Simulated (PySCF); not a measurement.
All values below come from PBE-D3(BJ)/def2-TZVP // B3LYP-D3(BJ)/def2-TZVP (PySCF 2.14.0). Isolated molecules, 0 K electronic values unless said otherwise. One relaxed conformer stands for a flexible species; it need not be the lowest. 

Reference species (SMILES): `F[C](F)[SeH]` (F–C–Se–H torsion 177°) (neutral, multiplicity 2).

```yaml
highest_occupied_spin_orbital: -5.00 eV
```

Changed species: `F[C](F)Br` (radical fragment; the reference has radical fragment).

Task: Give the shifts of the highest occupied spin orbital.

Result: the highest occupied spin orbital falls by 0.71 eV, to -5.71 eV.
